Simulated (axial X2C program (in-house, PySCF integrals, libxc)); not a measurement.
**Ga₂⁻: cheaper levels and CCSD(T), two-component**

Computed with an axial X2C code built on PySCF integrals. Two-component (2c) means X2C with spin–orbit coupling and atomic mean-field two-electron Coulomb and Gaunt terms. Basis: Ga dyall-acv3z [10s10p8d5f1g] (cores contracted in-house); Gaussian nuclei, density fitting, unrestricted open shells. Masses: Ga 68.926 u.

State: Ω = 3/2 (⟨Sz⟩ = 1.50, ⟨Lz⟩ = 0.00 at HF); fragments Ga- + Ga.

```csv
level,Re (Å),ωe (cm⁻¹)
PBE0,2.507,199.9
HF,2.568,194.4
MP2,2.529,208.1
CCSD,2.550,199.3
BLYP,2.580,172.1
```

Correlated methods: 7 electrons correlated (number of frozen shells: Ga 3 s, 2 p, 1 d), 385 virtual spin orbitals or spinors in MP2, 90 natural virtuals in coupled cluster.

CCSD(T), same Hamiltonian and basis:

Re = 2.553 Å, ωe = 198.2 cm⁻¹; T1 = 0.022 (Lee–Taylor normalisation).

Task: Give the differences from CCSD(T) in the columns below.

Result: 

```tsv
level	ΔRe (Å)	Δωe (cm⁻¹)
PBE0	-0.046	1.7
HF	0.015	-3.8
MP2	-0.024	9.9
CCSD	-0.003	1.1
BLYP	0.027	-26.1
```

The state is one determinant whose occupation by symmetry is held fixed; it was picked as the lowest of a PBE0 search that is not exhaustive. De is not given where an atomic determinant may have missed its ground term or J level, or where the truncated virtual space spoils (T). Density functionals use the spin component along the axis (collinear). Coupled cluster ran in a truncated set of natural virtual spinors; the MP2 energy of the rest was added. (T) has no such correction and the atoms are truncated less, which lowers De at CCSD(T) by a hundredth of an eV or more. PBE0 can misorder states that lie within some tenths of an eV, so this need not be the ground state of the molecule. The nearest other 2c determinant of the search, Ω = 1/2, lies 0.26 eV up at the distance of the search. Without a current term, density functionals place determinants with orbital angular momentum somewhat too high. With several unpaired electrons one determinant need not be a pure state. The highest occupied level of some functionals is positive through self-interaction error; at Hartree–Fock it is bound. This is the top spin component of a Σ state; components of lower Ω are not single determinants and can lie lower. With the outer-core shells frozen, correlated bond lengths of heavy atoms tend to come out a few hundredths of an ångström too long.
